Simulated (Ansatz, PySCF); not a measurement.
System: CCl₂ (charge 0, singlet). 
Structure (B3LYP-D3(BJ)/def2-TZVP (Ansatz, a program for electronic structure) minimum search):
```xyz
3

Cl    -1.4025    -0.2001     0.0210
C     -0.0305     0.8441     0.0088
Cl     1.4133    -0.0978    -0.0241
```

Dipole moments at this geometry, in debye (magnitudes).

```json
[
 {"level": "BP86/def2-TZVPD", "program": "PySCF", "dipole (D)": "1.11"},
 {"level": "TPSS/def2-TZVPD", "program": "PySCF", "dipole (D)": "1.07"},
 {"level": "BHLYP/def2-TZVPD", "program": "Ansatz", "dipole (D)": "1.01"},
 {"level": "r2SCANh/def2-TZVPD", "program": "Ansatz", "dipole (D)": "1.07"},
 {"level": "r2SCAN0/def2-TZVPD", "program": "Ansatz", "dipole (D)": "1.05"},
 {"level": "PW6B95/def2-TZVPD", "program": "PySCF", "dipole (D)": "1.04"},
 {"level": "HSE06/def2-TZVPD", "program": "Ansatz", "dipole (D)": "1.07"},
 {"level": "CAM-B3LYP/def2-TZVPD", "program": "Ansatz", "dipole (D)": "1.09"},
 {"level": "wB97X-V/def2-TZVPD", "program": "Ansatz", "dipole (D)": "1.08"},
 {"level": "CCSD(T)/aug-cc-pV(D+d)Z", "program": "Ansatz", "dipole (D)": "(withheld)"}
]
```

Q: Complete the blanks.

A: 
- CCSD(T)/aug-cc-pV(D+d)Z, dipole (D): 1.03
